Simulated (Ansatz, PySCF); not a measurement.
Gas-phase reaction R1 → 2 P1, each structure at its B3LYP-D3(BJ)/def2-TZVP stationary point, reached from a drawn start (curvature not checked).
P1: S atom, charge 0, multiplicity 3.
R1: S2 (SMILES S=S), charge 0, multiplicity 3.

P less R. No zero-point or thermal terms; open shells are unrestricted; no spin–orbit coupling.

Frozen-core correlation throughout.

Programs: Ansatz (an electronic-structure program) with Gaussian orbitals; PySCF for M06-2X. Each number belongs to the level named beside it.

The comparison value is 99.78 kcal/mol (CCSD(T)/cc-pV(Q+d)Z). It is a level with limits of its own, not the exact answer.

Q: Order these levels by how close they come to the comparison value for the reaction energy, closest first: HF/cc-pV(T+d)Z, BHLYP/def2-TZVPP, B3LYP/def2-TZVPP, CAM-B3LYP/def2-TZVPP, M06-2X/def2-TZVPP. Give each level's value less the comparison value.

A: CAM-B3LYP/def2-TZVPP (0.37 kcal/mol), B3LYP/def2-TZVPP (3.32 kcal/mol), M06-2X/def2-TZVPP (4.57 kcal/mol), BHLYP/def2-TZVPP (-7.26 kcal/mol), HF/cc-pV(T+d)Z (-48.81 kcal/mol)
